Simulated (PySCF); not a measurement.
## Ionisation energy along the 12-electron series

Calculated with PySCF 2.14 and a two-component X2C-1e Hamiltonian (Gaussian nucleus, no Breit or QED terms), each ion in its own even-tempered basis scaled to its charge; GMP2 freezes 1s2 and drops the highest virtual spinors. Values in eV. NIST values: (m) measured, (s) semi-empirical, (t) theoretical.

| ion | configuration | GHF (spin-free) | GMP2 (spin-free) | GHF (screened spin-orbit) | GMP2 (screened spin-orbit) | NIST |
| --- | --- | --- | --- | --- | --- | --- |
| Pt⁶⁶⁺ | [Ne] 3s2 | 7965.9 | 7969.2 | 7965.0 | 7968.9 | 7960 ± 40 (t) |
| Hg⁶⁸⁺ | [Ne] 3s2 | 8476.7 | 8480.0 | 8475.6 | 8479.5 | 8470 ± 50 (t) |

Fill in the row of Au⁶⁷⁺.

configuration: [Ne] 3s2; GHF (spin-free): 8218.7; GMP2 (spin-free): 8222.0; GHF (screened spin-orbit): 8217.7; GMP2 (screened spin-orbit): 8221.6; NIST: 8210 ± 40 (t).
